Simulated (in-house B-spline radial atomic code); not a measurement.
## Ionising neutral rubidium with different functionals

Computed with an all-electron radial atomic-structure program (B-spline basis): scalar-relativistic (spin-free X2C) Hamiltonian, Fermi nucleus of rms radius 4.2036 fm, spin-polarised at highest spin, spherical fractional occupations for the functionals, and exact exchange of hybrids averaged over the configuration. The ionisation energy is the difference of two self-consistent energies, [Kr] 5s1 → [Ar] 3d10 4s2 4p6, without Breit or QED terms; ε is the level of the shell that loses the electron (its least bound occupied spin orbital). There is no spin-orbit coupling in this Hamiltonian.

```
   method                    rung  ΔSCF (eV)  -ε(5s) (eV)
     PBE0           global hybrid       4.21         2.87
    B3LYP           global hybrid       4.34         2.80
    TPSSh           global hybrid       4.06         2.53
BHandHLYP           global hybrid       4.16         3.18
  r2SCAN0           global hybrid       4.11         2.91
    B97-1           global hybrid       4.03         2.63
    HSE06  range-separated hybrid       4.22         2.56
    wB97X  range-separated hybrid       3.89         3.92
CAM-B3LYP  range-separated hybrid       4.26         3.55
  LC-wPBE  range-separated hybrid       4.04         4.14
```

Task: Among the functionals, which spreads more, the ΔSCF values or the orbital energies?

Result: The orbital energies: ΔSCF values span about 0.45 eV and the orbital energies 1.61 eV.

Task: How do they compare with the NIST value?

Result: NIST lists 4.177 eV (measured, ground level to ground level). Errors run from -0.29 to +0.16 eV; BHandHLYP is closest (-0.02 eV), but part of that can be cancellation, since the calculations leave out Breit-QED terms.
